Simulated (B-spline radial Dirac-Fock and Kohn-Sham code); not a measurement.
Co: input and output of one calculation

ΔSCF core binding energies without Breit or QED terms, calculated with a radial atomic solver.

Input (task.json):

```json
{"items": [{"Z": 27, "q": 0, "cfg": [[1, 0, 2], [2, 0, 2], [2, 1, 6], [3, 0, 2], [3, 1, 6], [3, 2, 7], [4, 0, 2]], "A": 59, "rrms": 3.7875, "do": "settings", "holes": ["K", "L3", "M5"],
  "settings": [{"rel": "nr", "method": "hf", "nuc": "fermi", "radius_factor": 1.0, "rmax": 45.0, "h": 0.3, "order": 5, "points": 10, "c_factor": 1.0, "maxit": 60, "damp": 0.0, "ndamp": 3, "tol": 1e-08}]}]}
```

Command: `python xray2_run.py task.json out`

Ground-state iterations:

```
iter   energy (Ha)        error
   1    -1378.39372605  9.62e-01
   2    -1379.22586535  3.52e-01
   3    -1357.27750543  6.52e-01
   4    -1371.05434183  8.08e-01
   5    -1348.05625363  9.07e-01
   6    -1379.75498503  2.53e-01
   7    -1381.25829038  4.26e-02
   8    -1381.30241034  9.49e-03
   9    -1381.30788048  4.92e-03
  10    -1381.30806100  2.55e-03
  11    -1381.30820681  2.81e-04
  12    -1381.30821054  4.59e-05
  13    -1381.30821065  4.92e-06
  14    -1381.30821065  4.60e-07
  15    -1381.30821065  3.37e-08
```

The ground state converged in 15 iterations, with total energy -1381.30821 Ha, virial ratio 2.00000 and highest orbital energy -7.31 eV. ΔSCF binding energies: K (1s) 7658.5 eV, L3 (2p3/2) 796.6 eV. Holes are computed only in closed shells, and unreliable hole states are left out.
